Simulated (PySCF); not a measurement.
These are PySCF 2.14.0 with PBE0-D4/def2-TZVP values and carry that method's errors. Gas-phase values, no solvent. One relaxed conformer stands for a flexible species; it need not be the lowest. Excitations are Tamm–Dancoff values on a coarser integration grid. The basis has no diffuse functions, so Rydberg states are missing or too high.

Reference species (SMILES): `O[SiH3]` (neutral, multiplicity 1).

```
Item                     Result
----------------------  -------
S1 oscillator strength    0.002
S1 excitation (TDA)     7.14 eV
S1–T1 gap (TDA)         0.42 eV
```

After one change: the S1 oscillator strength hardly moves; the S1 excitation (TDA) falls by 0.43 eV; the S1–T1 gap (TDA) goes up by 0.59 eV.

What was changed between the two runs? The new species is one of these.
(A) `O=C[SiH2]O` (O–C–Si–O torsion 0°, C–Si–O–H torsion 0°)
(B) `NC(=O)[SiH2]O` (O–C–Si–O torsion 0°, C–Si–O–H torsion 0°)
(C) `N#C[SiH2]O`
(D) `O[SiH2][SiH3]` (H–O–Si–Si torsion 59°)

C, `N#C[SiH2]O`
